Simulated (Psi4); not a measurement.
C2HO2, charge -1, singlet, geometry from GFN2-xTB (a gas-phase anion, which may not be bound at this level); HF/6-311G** in Psi4 1.11.

Input for Psi4:
```
memory 2 GB

molecule {
-1 1
  C     0.31713830    0.54782505   -0.19540831
  C    -0.03599745   -0.70869134    0.06198081
  O     0.81236598    1.62949696    0.08359265
  O    -1.13968581   -1.34581562    0.02327185
  H     0.93171368   -1.30425298   -0.05435090
}

set basis 6-311g**
set damping_percentage 50

energy('scf')
print_variables()
```

Output, abridged:

```
   => Loading Basis Set <=

    Name: 6-311G**
    Role: ORBITAL
    Keyword: BASIS

         ---------------------------------------------------------
                                   SCF
               by Justin Turney, Rob Parrish, Andy Simmonett
                          and Daniel G. A. Smith
                              RHF Reference
         ---------------------------------------------------------

  ==> Geometry <==

    Molecular point group: c1
    Full point group: C1

    Geometry (in Angstrom), charge = -1, multiplicity = 1:

       Center              X                  Y                   Z               Mass
    ------------   -----------------  -----------------  -----------------  -----------------
         C            0.333327705974     0.525146844250    -0.196344881101    12.000000000000
         C           -0.019808044026    -0.731369545750     0.061044238899    12.000000000000
         O            0.828555385974     1.606818754250     0.082656078899    15.994914619570
         O           -1.123496404026    -1.368493825750     0.022335278899    15.994914619570
         H            0.947903085974    -1.326931185750    -0.055287471101     1.007825032230

  Running in c1 symmetry.

  Rotational constants: A =      2.94488  B =      0.15092  C =      0.14511 [cm^-1]
  Rotational constants: A =  88285.34052  B =   4524.57988  C =   4350.32314 [MHz]
  Nuclear repulsion =   93.228983875978486

  Charge       = -1
  Multiplicity = 1
  Electrons    = 30
  Nalpha       = 15
  Nbeta        = 15

  ==> Algorithm <==

  SCF Algorithm Type is DF.
  DIIS enabled.
  MOM disabled.
  Fractional occupation disabled.
  Guess Type is SAD.
  Energy threshold   = 1.00e-06
  Density threshold  = 1.00e-06
  Integral threshold = 1.00e-12

  ==> Primary Basis <==

  Basis Set: 6-311G**
    Blend: 6-311G**
    Number of shells: 36
    Number of basis functions: 78
    Number of Cartesian functions: 82
    Spherical Harmonics?: true
    Max angular momentum: 2

   => Loading Basis Set <=

    Name: (6-311G** AUX)
    Role: JKFIT
    Keyword: DF_BASIS_SCF

  ==> Integral Setup <==

  SCF_SUBTYPE=INCORE selected. In-core MEM_DF algorithm will be used.
  Using in-core AOs.

  ==> MemDFJK: Density-Fitted J/K Matrices <==

    J tasked:                   Yes
    K tasked:                   Yes
    wK tasked:                   No
    Algorithm:                 Core
    Schwarz Cutoff:           1E-12
    Mask sparsity (%):       3.8462
[...]
   @DF-RHF iter  89:  -226.00789630791652   -1.40542e-05   2.56452e-05 DIIS/DAMP=50%
   @DF-RHF iter  90:  -226.00791518808376   -1.88802e-05   2.72166e-05 DIIS/DAMP=50%
   @DF-RHF iter  91:  -226.00772397362175    1.91214e-04   2.85212e-05 DIIS/DAMP=50%
   @DF-RHF iter  92:  -226.00784762886610   -1.23655e-04   2.46556e-05 DIIS/DAMP=50%
   @DF-RHF iter  93:  -226.00790917178165   -6.15429e-05   2.51145e-05 DIIS/DAMP=50%
   @DF-RHF iter  94:  -226.00797834902596   -6.91772e-05   2.51053e-05 DIIS/DAMP=50%
   @DF-RHF iter  95:  -226.00794133361126    3.70154e-05   2.26024e-05 DIIS/DAMP=50%
   @DF-RHF iter  96:  -226.00800327705892   -6.19434e-05   2.03839e-05 DIIS/DAMP=50%
   @DF-RHF iter  97:  -226.00793866694670    6.46101e-05   1.98503e-05 DIIS/DAMP=50%
   @DF-RHF iter  98:  -226.00780701560680    1.31651e-04   2.01690e-05 DIIS/DAMP=50%
   @DF-RHF iter  99:  -226.00798277006038   -1.75754e-04   2.48766e-05 DIIS/DAMP=50%
   @DF-RHF iter 100:  -226.00785248694191    1.30283e-04   3.02664e-05 DIIS/DAMP=50%

PsiException: Could not converge SCF iterations in 100 iterations.

  Failed to converge.

Traceback (most recent call last):
  File "psi4", line 375, in <module>
  File "<string>", line 26, in <module>
  File "site-packages/psi4/driver/driver.py", line 533, in energy
  File "site-packages/psi4/driver/procrouting/proc.py", line 2760, in run_scf
  File "site-packages/psi4/driver/procrouting/proc.py", line 2047, in scf_helper
  File "site-packages/psi4/driver/procrouting/scf_proc/scf_iterator.py", line 93, in scf_compute_energy
  File "site-packages/psi4/driver/procrouting/scf_proc/scf_iterator.py", line 86, in scf_compute_energy
  File "site-packages/psi4/driver/procrouting/scf_proc/scf_iterator.py", line 609, in scf_iterate

psi4.driver.p4util.exceptions.SCFConvergenceError: Could not converge SCF iterations in 100 iterations.

Printing out the relevant lines from the Psithon --> Python processed input file:
      H     0.93171368   -1.30425298   -0.05435090
    """)
    core.IO.set_default_namespace("")
    core.set_global_option("BASIS", "6-311g**")
    core.set_global_option("DAMPING_PERCENTAGE", 50)
--> energy('scf')
    print_variables()

!-------------------------------------------------------!
!                                                       !
!  Could not converge SCF iterations in 100 iterations. !
!                                                       !
!-------------------------------------------------------!
```

Convergence was not reached.
